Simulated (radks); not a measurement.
Question: Coherent X-ray form factor from a spherical all-electron density. Method: non-relativistic Kohn-Sham, PBE, spin-unpolarised, spherical densities, point nucleus; computed with a radial shooting solver on a logarithmic mesh with Libxc functionals.

sin(theta)/lambda (1/angstrom),f0 (electrons)
0.05,67.403
0.1,65.698
0.15,63.114
0.2,59.957
0.25,56.528
0.3,53.072
0.4,46.642
0.5,41.147
0.6,36.488
0.8,28.996
1,23.493
1.25,18.993
1.5,16.267
2,12.750

The species is in the configuration that NIST lists as its ground one. Which atom or ion scatters so?

Answer: The lutetium ion Lu3+, [Xe] 4f14. Extrapolating in s^2 from the first two rows gives f0(0) = 68.0, near the electron count 68; among species with that count, the fall with angle is slower the higher Z, and the table is that of Z = 71; from so few rows the species is fixed only to a neighbour or two.
